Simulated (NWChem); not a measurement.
All runs are NWChem calculations. System: O$_{2}$Se, charge 0, spin multiplicity 1, displaced from the optimised geometry. Level: CCSD(T)/def2-SVP, 11 core orbitals frozen, spin-restricted.

Input file:

```
start mol
memory heap 100 mb stack 700 mb global 1900 mb
geometry units angstroms nocenter noautoz noautosym
  O      1.244145     0.000000     0.516342
  Se     0.000000     0.000000    -0.275383
  O     -1.352331     0.000000     0.585188
end
basis spherical
  * library def2-svp
end
scf
  rhf
  nopen 0
  maxiter 100
  thresh 1e-7
  semidirect memsize 60000000 filesize 0
end
ccsd
  freeze core 11
  maxiter 60
end
task ccsd(t) energy
```

NWChem printed:

```
             Northwest Computational Chemistry Package (NWChem) 7.3.0
             --------------------------------------------------------

                                NWChem Input Module
                                -------------------

 Scaling coordinates for geometry "geometry" by  1.889725989
 (inverse scale =  0.529177249)

                             Geometry "geometry" -> ""
                             -------------------------

 Output coordinates in angstroms (scale by  1.889725989 to convert to a.u.)

  No.       Tag          Charge          X              Y              Z
 ---- ---------------- ---------- -------------- -------------- --------------
    1 O                    8.0000     1.24414500     0.00000000     0.51634200
    2 Se                  34.0000     0.00000000     0.00000000    -0.27538300
    3 O                    8.0000    -1.35233100     0.00000000     0.58518800

 Effective nuclear repulsion energy (a.u.)     200.4388011367

            Nuclear Dipole moment (a.u.)
            ----------------------------
        X                 Y               Z
 ---------------- ---------------- ----------------
    -1.6355351664     0.0000000000    -1.0408270594


 Summary of "ao basis" -> "" (spherical)
 ------------------------------------------------------------------------------
       Tag                 Description            Shells   Functions and Types
 ---------------- ------------------------------  ------  ---------------------
 *                          def2-svp                  on all atoms

 Summary of "ao basis" -> "ao basis" (spherical)
 ------------------------------------------------------------------------------
       Tag                 Description            Shells   Functions and Types
 ---------------- ------------------------------  ------  ---------------------
 O                          def2-svp                 6       14   3s2p1d
 Se                         def2-svp                12       32   5s4p3d

                                 NWChem SCF Module
                                 -----------------

  ao basis        = "ao basis"
[...]
 ccsd(t): done        5 out of       35 progress:   14.3%
 ccsd(t): done        6 out of       35 progress:   17.1%
 ccsd(t): done        7 out of       35 progress:   20.0%
 ccsd(t): done        8 out of       35 progress:   22.9%
 ccsd(t): done        9 out of       35 progress:   25.7%
 ccsd(t): done       10 out of       35 progress:   28.6%
 ccsd(t): done       11 out of       35 progress:   31.4%
 ccsd(t): done       12 out of       35 progress:   34.3%
 ccsd(t): done       13 out of       35 progress:   37.1%
 ccsd(t): done       14 out of       35 progress:   40.0%
 ccsd(t): done       15 out of       35 progress:   42.9%
 ccsd(t): done       16 out of       35 progress:   45.7%
 ccsd(t): done       17 out of       35 progress:   48.6%
 ccsd(t): done       18 out of       35 progress:   51.4%
 ccsd(t): done       19 out of       35 progress:   54.3%
 ccsd(t): done       20 out of       35 progress:   57.1%
 ccsd(t): done       21 out of       35 progress:   60.0%
 ccsd(t): done       22 out of       35 progress:   62.9%
 ccsd(t): done       23 out of       35 progress:   65.7%
 ccsd(t): done       24 out of       35 progress:   68.6%
 ccsd(t): done       25 out of       35 progress:   71.4%
 ccsd(t): done       26 out of       35 progress:   74.3%
 ccsd(t): done       27 out of       35 progress:   77.1%
 ccsd(t): done       28 out of       35 progress:   80.0%
 ccsd(t): done       29 out of       35 progress:   82.9%
 ccsd(t): done       30 out of       35 progress:   85.7%
 ccsd(t): done       31 out of       35 progress:   88.6%
 ccsd(t): done       32 out of       35 progress:   91.4%
 ccsd(t): done       33 out of       35 progress:   94.3%
 ccsd(t): done       34 out of       35 progress:   97.1%
 ccsd(t): done       35 out of       35 progress:  100.0%
 Time for integral evaluation pass     1        2.20
 Time for triples evaluation pass      1        2.51

 pseudo-e(mp4)  -0.27823498846554E-01
 pseudo-e(mp5)   0.36169774690321E-02
        e(t)    -0.24206521377522E-01

 --------------
 CCSD(T) Energy
 --------------
 Reference energy:                   -2549.006553208889727

 CCSD corr. energy:                     -0.614232485448869
 T(CCSD) corr. energy:                  -0.027823498846554
 Total CCSD+T(CCSD) energy:          -2549.648609193185166

 CCSD corr. energy:                     -0.614232485448869
 (T) corr. energy:                      -0.024206521377522
 Total CCSD(T) energy:               -2549.644992215716229

 routine      calls  cpu(0)   cpu-min  cpu-ave  cpu-max   i/o
 aoccsd          1     0.01     0.01     0.01     0.01    0.00
 iterdrv         1     0.01     0.01     0.01     0.01    0.00
 pampt          15     0.10     0.10     0.10     0.10    0.00
 t2pm           15     0.23     0.23     0.23     0.23    0.00
 sxy            15     0.20     0.20     0.20     0.20    0.00
 ints      1327350    22.27    22.27    22.27    22.27    0.00
 t2eri        4500     5.17     5.17     5.17     5.17    0.00
 idx2         4500     1.00     1.00     1.00     1.00    0.00
 idx34          15     0.12     0.12     0.12     0.12    0.00
 ht2pm          15     0.24     0.24     0.24     0.24    0.00
 itm            15     1.04     1.04     1.04     1.04    0.00
 pdiis          15     0.02     0.02     0.02     0.02    0.00
 triples         1     0.00     0.00     0.00     0.00    0.00
 rdtrpo          1     0.01     0.01     0.01     0.01    0.00
 trpmos          1     2.20     2.20     2.20     2.20    0.00
 trpdrv          1     0.31     0.31     0.31     0.31    0.00
 dovvv      102900     0.87     0.87     0.87     0.87    0.00
 doooo      102900     0.47     0.47     0.47     0.47    0.00
 tengy       96040     0.80     0.80     0.80     0.80    0.00
 Total                35.07    35.07    35.07    35.07    0.00

 Task  times  cpu:       37.7s     wall:       37.7s

 Total times  cpu:       37.8s     wall:       37.8s
```
